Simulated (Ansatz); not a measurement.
Computed with Ansatz on PBE0-D4/def2-TZVP structures; ΔE is electronic, products minus reactants. CBS: MP2 limit from def2 TZ/QZ plus the TZ coupled-cluster correction, frozen cores. This one scheme is used for every species. DFT in def2-TZVPP. HSE06 is defined as in plane-wave codes. def2 core potentials past Kr. For Se, Sn outer-core shells are correlated without core-valence functions, which leaves a few kJ/mol of doubt a bond. Scalar relativity is left out up to krypton. Each species was taken in one conformer, which may not be the lowest.

`C[Se][Sn]([CH3])([F])[Cl]` + H–F → `[CH3][Sn]([F])([F])[Cl]` + `C[SeH]`  (ligand exchange at the Sn–Se bond)

CCSD(T)/CBS gives +8.8 kcal/mol.

**Question.** Another level gave +7.0 kcal/mol. Which?
A. B2PLYP/def2-TZVPP
B. HSE06/def2-TZVPP
C. HF/def2-TZVPP
D. HSE06-D4/def2-TZVPP

**Answer.** B. HSE06 7.0, HSE06-D4 9.0, HF/def2-TZVPP 2.3, B2PLYP 5.2 kcal/mol.

Largest T1 diagnostic among the species: 0.013.

At CCSD(T), def2-SVP lies −3.5 kcal/mol from the extrapolated value and def2-TZVPP −1.5 kcal/mol. From BLYP to BHLYP (50 % exact exchange), in def2-TZVPP and without D4, ΔE moves by +1.8 kcal/mol.
